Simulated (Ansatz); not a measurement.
`BSCB[SiH3]` from Hartree–Fock to CCSD(T)

```tsv
atom	x (Å)	y (Å)	z (Å)
B1	-0.526	-0.051	-2.671
S2	0.391	0.714	-1.393
C3	0.940	-0.637	-0.310
B4	0.471	-0.594	1.174
Si5	-0.552	0.934	2.007
H6	-0.996	0.681	-3.487
H7	-0.664	-1.236	-2.707
H8	2.040	-0.620	-0.280
H9	0.688	-1.595	-0.777
H10	0.753	-1.560	1.827
H11	-0.573	0.862	3.493
H12	-0.011	2.260	1.603
H13	-1.960	0.841	1.520
```

The species carries charge 0 and has multiplicity 1. Geometry: relaxed with PBE0-D4/def2-TZVP. It is one conformer, not always the lowest. Frozen core, restricted reference, Ansatz 0.2.0. CBS rows extrapolate triple and quadruple zeta; past MP2 they add the triple-zeta difference.

```
     basis     HF (Eh)  MP2 corr.  CCSD corr.       (T)  CCSD(T) total
def2-TZVPP  -778.39205   -0.67780    -0.75125  -0.03152     -779.17482
def2-QZVPP  -778.41630   -0.72612           –         –              –
 CBS(def2)  -778.41964   -0.76191    -0.83536     as TZ     -779.28652
```
